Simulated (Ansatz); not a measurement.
`[CH3][GeH]([F])[SH]` + NH₃ → `[CH3][GeH]([NH2])[F]` + H₂S at 700 K and 1 bar (ligand exchange at a Ge–S bond).

Gas-phase electronic energies from Ansatz, PBE0-D4/def2-TZVP geometries. CBS: MP2 limit from def2 TZ/QZ plus the TZ coupled-cluster correction, frozen cores. This one scheme is used for every species. For Ge outer-core shells are correlated without core-valence functions, which leaves a few kJ/mol of doubt a bond. Scalar relativity is left out up to krypton. One conformer a species, not always the lowest.

```
               species  CCSD(T)/CBS energy (Eh)  H − E (kJ/mol)  S (J/(mol·K))
 `[CH3][GeH]([F])[SH]`              -2614.81526           221.0          455.1
                   NH₃                -56.50880           116.9          226.5
`[CH3][GeH]([NH2])[F]`              -2272.33936           265.9          447.9
                   H₂S               -398.97279            64.8          236.9
```

H − E and S are ideal-gas, rigid-rotor, harmonic terms from PBE0-D4/def2-TZVP, for one conformer and one mirror image of each species. 1 Eh = 2625.50 kJ/mol, R = 8.31446 J/(mol·K).

Problem. By hand: ΔE, ΔH, ΔS and ΔG.

Solution. ΔE = (-2272.33936) + (-398.97279) − (-2614.81526) − (-56.50880) = 0.01191 Eh = 31.3 kJ/mol. Δ(H − E) = 265.9 + 64.8 − 221.0 − 116.9 = -7.2, so ΔH = 24.1 kJ/mol. ΔS = 447.9 + 236.9 − 455.1 − 226.5 = 3.2 J/(mol·K). ΔG = 24.1 − 700 × (3.2)/1000 = 21.9 kJ/mol.

Problem. By hand: the equilibrium constant, and the temperature at which ΔG would vanish if ΔH and ΔS stayed fixed.

Solution. log₁₀ K = −ΔG/(RT ln 10) = -1.6. ΔG = 0 at ΔH/ΔS = 7531 K, far beyond where these terms or the molecules hold.

The number of gas molecules stays the same, so ΔS is small and ΔH decides. A doubt of 5 kJ/mol in ΔE shifts log₁₀ K by 0.4 here. Other conformers and mirror images would add mixing entropy, several J/(mol·K) or more a flexible species. These are equilibria of isolated gas molecules and say nothing of rates. Largest T1 diagnostic: 0.011 (customary marks: 0.02 for closed shells, 0.045 for open ones).
